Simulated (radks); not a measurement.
Values are calculated unless marked as measured or tabulated.
These are the eigenvalues of the occupied orbitals of an atom or ion with whole-number occupations (Ry). Level of theory: scalar-relativistic Kohn-Sham, PBEsol, spin-polarised, spherical densities, finite nucleus; Fermi nuclear charge, rms radius of each element as measured or else 0.836 A^(1/3) + 0.57 fm (a radial shooting solver on a logarithmic mesh with Libxc functionals).

orbital  eigenvalue
1s up     -5428.450
1s down   -5428.450
2s up     -948.1004
2s down   -948.0813
2p up     -826.2711
2p down   -826.2556
3s up     -223.4551
3s down   -223.2863
3p up     -187.6695
3p down   -187.4987
3d up     -147.5604
3d down   -147.4243
4s up     -49.56004
4s down   -49.26893
4p up     -37.70845
4p down   -37.42794
4d up     -22.99928
4d down   -22.72456
5s up      -8.03848
5s down    -7.87022
4f up      -6.64015
4f down    -6.36025
5p up      -4.78572
5p down    -4.63149
5d up      -1.04444
5d down    -0.91735
6s up      -0.65984
6s down    -0.57645
6p up      -0.19942

Which element is it, and in what charge state? The configuration may be excited. Open shells, if any, are filled with parallel spins first.

Answer. Z = 76, osmium, charge 0: Os in [Xe] 4f11 5d8 6s2 6p1. The list shows which subshells hold electrons but not how many an open one holds; the 1s level, -2714.2 hartree, gives Z - s = 73.7 by -(Z - s)^2/2, which with screening and relativity narrows Z to a few neighbours, and the depths of the outer levels then fix element, charge and occupations together.
